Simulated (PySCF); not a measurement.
EPR parameters of C6H6ClN2

C6H6ClN2 (doublet state).
Cartesian coordinates in Å at the GFN2-xTB level; atoms count from 1:
```xyz
15
C6H6ClN2 angstrom
C     -2.2340   -0.2823   -0.0532
C     -0.7601   -0.6344   -0.2036
C      0.1437    0.5359    0.1547
Cl    -0.0894    1.8993   -1.0477
C      1.5939    0.2378    0.0604
C      2.4976    0.8624    0.9068
N      3.2336    1.3771    1.6305
C      2.0892   -0.6118   -0.9182
N      2.4994   -1.3276   -1.7238
H     -2.8477   -1.1433   -0.3027
H     -2.4563    0.0142    0.9694
H     -2.5015    0.5352   -0.7172
H     -0.5108   -1.4632    0.4651
H     -0.5520   -0.9537   -1.2269
H     -0.1100    0.9624    1.1281
```

The hyperfine couplings belong to this conformer and change with its torsions.

The species is `CC[C@H](Cl)[C](C#N)C#N` [radical].

Computed, not measured: UKS B3LYP, pcH-1 on C Cl H N, non-relativistic, mean-field spin-orbit, GIAO in PySCF 2.14.0. The structure is a single GFN2-xTB conformer in the gas phase; no vibrational or solvent corrections. A GFN2-xTB geometry isn't a minimum of the functional, and hyperfine couplings can be far from their values at a DFT geometry. Stability of the SCF solution: not tested.

* g1, g2, g3: 2.00216, 2.00281, 2.00610
* g_iso: 2.00369
* Form of g: rhombic: the two nearest values differ by 17 % of g3 − g1
* ⟨S²⟩: 0.7688 (exact 0.7500)
* HOMO–LUMO gap, α and β orbitals: 6.63, 4.06 eV
* Total energy: -801.90368 Eh
* Basis functions: 295

Isotropic coupling and dipolar principal values T1 to T3, in G; ρ(0) is the spin density at the nucleus (MHz turned into gauss with g_iso; 10 G = 1 mT):

```tsv
atom	isotope	a_iso	of which spin–orbit	T1	T2	T3	Mulliken spin population	ρ(0) (bohr⁻³)
C1	13C	0.6	0.0	-0.1	-0.1	0.3	0.00	0.0015
C2	13C	2.1	0.0	-0.4	-0.4	0.9	0.01	0.0053
C3	13C	-5.3	0.0	-0.8	0.1	0.6	-0.06	-0.0131
Cl4	35Cl	7.1	0.3	-7.4	-6.9	14.3	0.09	0.0436
C5	13C	22.7	0.0	-20.9	-20.9	41.8	0.69	0.0566
C6	13C	-18.6	0.0	-6.1	-0.4	6.5	-0.18	-0.0463
N7	14N	2.5	0.0	-5.3	-4.0	9.3	0.31	0.0216
C8	13C	-18.3	0.0	-6.0	-0.4	6.3	-0.17	-0.0458
N9	14N	2.4	0.0	-5.2	-3.9	9.1	0.30	0.0210
H10	1H	0.6	0.0	-0.2	-0.2	0.4	0.00	0.0004
H11	1H	0.1	0.0	-0.3	-0.2	0.5	0.00	0.0001
H12	1H	-0.1	0.0	-0.4	-0.2	0.5	0.00	0.0000
H13	1H	-0.3	0.0	-0.9	-0.6	1.5	0.00	-0.0002
H14	1H	-0.4	0.0	-0.7	-0.4	1.1	0.00	-0.0003
H15	1H	2.8	0.0	-1.3	-0.8	2.1	0.00	0.0017
```

The largest Mulliken spin populations are on C5 (+0.69), N7 (+0.31), N9 (+0.30) and C6 (-0.18). Three atoms exceed +0.15. The positive populations add up to 1.40 and the negative ones to -0.40, together 2S = 1. The angles at C5 add up to 359.9°, so it is planar.

Under fast tumbling the dipolar parts average out, and these isotropic splittings remain: 1 × 35Cl (Cl4, I = 3/2, 4 lines) with 0.71 mT, 1 × 1H (H15, I = 1/2, 2 lines) with 0.28 mT, 2 × 14N (N7/N9, I = 1, 5 lines) with 0.25 mT and 1 × 1H (H14, I = 1/2, 2 lines) with 0.04 mT.

Class means assume fast exchange of nuclei equivalent by connectivity; if that motion is slow, each nucleus keeps its own coupling.

Main isotope only: 35Cl (natural samples also hold 24 % 37Cl, magnetic too, which adds its own pattern).

The 13C coupling of C5 (63.5 MHz) shows only in satellite lines or after enrichment, since that isotope makes up about 1.07 % of natural carbon.

Examples of negative spin density at the nucleus (bohr⁻³): C6/C8 (-0.0460) and C3 (-0.0131).
